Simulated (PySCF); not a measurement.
Input for PySCF: R-BP86/LANL2DZ on CuCl, 2S+1 = 1, a spin state set in the input, which need not be the lowest, a point of a bond scan (R = 2.084 Å).

```python
from pyscf import gto, scf, dft, mp
from pyscf.data.elements import chemcore

mol = gto.M(
    atom='''
    Cu    0.00000000    0.00000000    0.00000000
    Cl    0.00000000    0.00000000    2.08401500
    ''',
    basis='lanl2dz',
    ecp={'Cl': 'lanl2dz', 'Cu': 'lanl2dz'},
    charge=0, spin=0, verbose=3, max_memory=1800)
mf = dft.RKS(mol, xc='b88,p86')
mf.conv_tol = 1e-8
mf.max_cycle = 100
mf.kernel()
if not mf.converged:
    mf = mf.newton().run(mf.mo_coeff, mf.mo_occ)
```

### Question
What total energy does the run end on?

### Answer
-211.2484 hartree.
